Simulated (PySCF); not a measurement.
CH$_{5}$N$_{2}$ (SMILES NC=[NH2+]), charge +1, singlet, at a GFN2-xTB geometry, with bond 5-1 at 2.0 times its length; TPSS/def2-SV(P) in PySCF.

The PySCF input:
```python
from pyscf import gto, scf, dft

mol = gto.Mole()
mol.atom = '''
    N     1.14797274    0.20018934    0.03700286
    C     0.00000738   -0.40400940    0.15397542
    N    -1.14797868    0.12474531   -0.16084144
    H     1.21954645    1.14751701   -0.31697552
    H     2.87516798   -0.71371498    0.55577126
    H     0.00002593   -1.41964718    0.54105366
    H    -1.21958691    1.06736807   -0.52715794
    H    -2.01155856   -0.38896122   -0.05028975
'''
mol.basis = 'def2-sv(p)'
mol.charge = 1
mol.verbose = 4
mol.build()

mf = dft.RKS(mol)
mf.xc = 'tpss'
mf.DIIS = scf.ADIIS
mf.kernel()
mf.analyze()
```

The log (banner, timings and long lists left out):

```
PySCF version 2.14.0

[INPUT] verbose = 4
[INPUT] num. atoms = 8
[INPUT] num. electrons = 24
[INPUT] charge = 1
[INPUT] spin (= nelec alpha-beta = 2S) = 0
[INPUT] symmetry False subgroup None
[INPUT] Mole.unit = angstrom
[INPUT] Symbol           X                Y                Z      unit          X                Y                Z       unit  Magmom
[...]
nuclear repulsion = 77.2647446593074
number of shells = 28
number of NR pGTOs = 92
number of NR cGTOs = 52
basis = def2-sv(p)
ecp = {}

******** <class 'pyscf.dft.rks.RKS'> ********
method = RKS
initial guess = minao
damping factor = 0
level_shift factor = 0
DIIS = <class 'pyscf.scf.diis.ADIIS'>
diis_start_cycle = 1
diis_space = 8
diis_damp = 0
SCF conv_tol = 1e-09
SCF conv_tol_grad = None
SCF max_cycles = 50
direct_scf = True
direct_scf_tol = 1e-13
XC library pyscf.dft.libxc version 7.1.2
    S. Lehtola, C. Steigemann, M. J. T. Oliveira, and M. A. L. Marques,  SoftwareX 7, 1–5 (2018)
XC functionals = tpss
    J. Tao, J. P. Perdew, V. N. Staroverov, and G. E. Scuseria,  Phys. Rev. Lett. 91, 146401 (2003)
    J. P. Perdew, J. Tao, V. N. Staroverov, and G. E. Scuseria,  J. Chem. Phys. 120, 6898 (2004)
    J. Tao, J. P. Perdew, V. N. Staroverov, and G. E. Scuseria,  Phys. Rev. Lett. 91, 146401 (2003)
    J. P. Perdew, J. Tao, V. N. Staroverov, and G. E. Scuseria,  J. Chem. Phys. 120, 6898 (2004)
radial grids:
    Treutler-Ahlrichs [JCP 102, 346 (1995); DOI:10.1063/1.469408] (M4) radial grids

becke partition: Becke, JCP 88, 2547 (1988); DOI:10.1063/1.454033
pruning grids: <function nwchem_prune>
grids dens level: 3
symmetrized grids: False
atomic radii adjust function: <function treutler_atomic_radii_adjust>
small_rho_cutoff = 0
Set gradient conv threshold to 3.16228e-05
Initial guess from minao.
tot grids = 90968
init E= -150.635093243791
[...]
cycle= 1 E= -150.058505068002  delta_E= 0.577  |g|= 0.382  |ddm|= 2.65
[...]
cycle= 2 E= -149.233112756052  delta_E= 0.825  |g|= 1.15  |ddm|= 2.22
[...]
cycle= 3 E= -149.921938913215  delta_E= -0.689  |g|= 0.79  |ddm|= 2.32
[...]
cycle= 4 E= -150.089634811448  delta_E= -0.168  |g|= 0.303  |ddm|= 0.659
[...]
cycle= 5 E= -150.089544610684  delta_E= 9.02e-05  |g|= 0.32  |ddm|= 0.482
[...]
cycle= 6 E= -150.106973575542  delta_E= -0.0174  |g|= 0.154  |ddm|= 0.339
[...]
cycle= 7 E= -150.106753974006  delta_E= 0.00022  |g|= 0.151  |ddm|= 0.266
[...]
cycle= 8 E= -150.113830060321  delta_E= -0.00708  |g|= 0.0532  |ddm|= 0.149
[...]
cycle= 9 E= -150.111550247112  delta_E= 0.00228  |g|= 0.11  |ddm|= 0.138
[...]
cycle= 10 E= -150.11428306487  delta_E= -0.00273  |g|= 0.0314  |ddm|= 0.0694
[...]
cycle= 11 E= -150.114295182299  delta_E= -1.21e-05  |g|= 0.0277  |ddm|= 0.0424
[...]
cycle= 12 E= -150.114325376778  delta_E= -3.02e-05  |g|= 0.0231  |ddm|= 0.0414
[...]
cycle= 13 E= -150.114517599429  delta_E= -0.000192  |g|= 0.00298  |ddm|= 0.024
[...]
cycle= 14 E= -150.114486462787  delta_E= 3.11e-05  |g|= 0.0111  |ddm|= 0.0109
[...]
cycle= 15 E= -150.114515689005  delta_E= -2.92e-05  |g|= 0.00405  |ddm|= 0.00565
[...]
cycle= 16 E= -150.114519823335  delta_E= -4.13e-06  |g|= 0.0005  |ddm|= 0.00274
[...]
cycle= 17 E= -150.114519421863  delta_E= 4.01e-07  |g|= 0.00132  |ddm|= 0.0014
[...]
cycle= 18 E= -150.114519846433  delta_E= -4.25e-07  |g|= 0.000409  |ddm|= 0.000748
[...]
cycle= 19 E= -150.114519885238  delta_E= -3.88e-08  |g|= 7.56e-05  |ddm|= 0.00036
[...]
cycle= 20 E= -150.114519875207  delta_E= 1e-08  |g|= 0.000184  |ddm|= 0.000269
[...]
cycle= 21 E= -150.114519885658  delta_E= -1.05e-08  |g|= 7.22e-05  |ddm|= 0.000132
[...]
cycle= 22 E= -150.11451988716  delta_E= -1.5e-09  |g|= 4.35e-06  |ddm|= 7.34e-05
[...]
cycle= 23 E= -150.114519887151  delta_E= 9.21e-12  |g|= 6.8e-06  |ddm|= 4.05e-06
[...]
Extra cycle  E= -150.114519887084  delta_E= 6.69e-11  |g|= 1.56e-05  |ddm|= 2.16e-05
converged SCF energy = -150.114519887084
**** SCF Summaries ****
Total Energy =                        -150.114519887084100
Nuclear Repulsion Energy =              77.264744659307439
One-electron Energy =                 -349.210431451858312
Two-electron Energy =                  121.831166905466773
Two-electron Coulomb Energy =          142.518217222237013
DFT Exchange-Correlation Energy =      -20.687050316770247
HOMO-LUMO gap [eV] =                     1.361198780741746
**** MO energy ****
[...]
 ** Mulliken pop on meta-lowdin orthogonal AOs  **
 ** Mulliken pop  **
 ** Mulliken atomic charges  **
charge of    0N =     -0.23388
charge of    1C =      0.20586
charge of    2N =     -0.24345
charge of    3H =      0.25769
charge of    4H =      0.32518
charge of    5H =      0.16222
charge of    6H =      0.25432
charge of    7H =      0.27206

WARN: System has nonzero charge 1; the dipole moment is origin-dependent.
Location of origin: [0. 0. 0.]

Dipole moment(X, Y, Z, Debye):  1.84009, -0.46646,  0.35941
```
